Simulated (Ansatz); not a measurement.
Born–Oppenheimer molecular dynamics of C$_{2}$H$_{7}$NOSSi (13 atoms, charge 0, multiplicity 1). It goes on from the last frame of an earlier run, with new velocities.

The calculation used UKS B3LYP-D4/STO-3G (Ansatz 0.2.0).

```json
{"ensemble": "NVT, Nosé–Hoover chain", "time step": "2 fs", "steps asked": "40", "set temperature": "2000 K", "thermostat": "time constant 20 fs, chain length 1", "seed": "798295"}
```

First frame:

```xyz
13
Properties=species:S:1:pos:R:3
C -0.079 -1.831 -0.870
N -0.359 -0.559 -1.016
C -0.271 0.208 0.285
O 0.089 -0.598 1.427
Si 1.109 1.559 0.117
S -1.904 1.126 0.405
H -0.187 -2.447 -1.775
H 0.372 -2.310 0.020
H -0.779 -1.119 1.581
H 1.015 2.519 1.232
H 2.448 1.026 0.121
H 0.895 2.287 -1.087
H -2.577 0.294 -0.427
```

Q: How far do the bonds stretch over the last three quarters of this one trajectory? (Pairs bonded in most of those frames.)

A: 
```
   bond  mean (Å)  spread (Å)  shortest  longest
  C1–N2     1.321       0.030      1.27     1.36
  C1–H7     1.119       0.044      1.03     1.20
  C1–H8     1.127       0.075      1.00     1.27
  N2–C3     1.584       0.084      1.49     1.78
  C3–O4     1.547       0.095      1.41     1.74
 C3–Si5     1.974       0.106      1.78     2.15
  C3–S6     1.914       0.105      1.74     2.05
  O4–H9     1.041       0.046      0.97     1.10
Si5–H10     1.503       0.130      1.26     1.67
Si5–H11     1.501       0.139      1.27     1.69
Si5–H12     1.519       0.145      1.26     1.77
 S6–H13     1.376       0.018      1.34     1.40
```

Mean temperature of the second half: 3036 K. The conserved energy wandered by up to 47.9 meV per atom (net 19.5 meV per atom), which is poor conservation. The mean temperature of the second half is 52 % above the set value. A step of 2 fs is long for free X–H stretches (periods near 10 fs) and can bias their spread and the temperature. A run of 0.08 ps of so small a system gives no equilibrium averages. Limits of this set-up: minimal basis.

Time of the run: 3.8 min on 1 thread of Arm Neoverse V1, with other jobs on the host, peak memory 0.18 GiB.
